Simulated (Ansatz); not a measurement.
C₃H₈O₂Sn, SMILES `CC(C)[O][Sn][OH]`. The species carries charge 0 and has multiplicity 1. Correlated methods include outer-core shells of Sn, which these sets cover unevenly. Sn: def2 effective core potential.

```xyz
14

C     1.526   -0.291    0.917
C     0.068   -0.547    0.580
C    -0.713    0.752    0.482
O    -0.004   -1.332   -0.581
Sn   -0.544   -1.368   -2.477
O    -1.432    0.386   -2.731
H     1.623    0.236    1.870
H     2.069   -1.235    0.984
H     1.991    0.319    0.137
H    -0.372   -1.143    1.394
H    -1.759    0.561    0.227
H    -0.269    1.413   -0.270
H    -0.695    1.283    1.437
H    -1.490    0.967   -1.969
```

(1) Give the diagnostics of a CCSD(T)/def2-TZVPP run (frozen core, Ansatz). (Estimate.)

Results:

(1) Ansatz gave: T1 = 0.0159, largest single amplitude 0.047, largest double 0.058, (T) share of the correlation energy 3.7 %, 12 CCSD cycles. The RHF solution is stable towards an unrestricted one. T1 lies under the customary mark of 0.02 for closed shells.
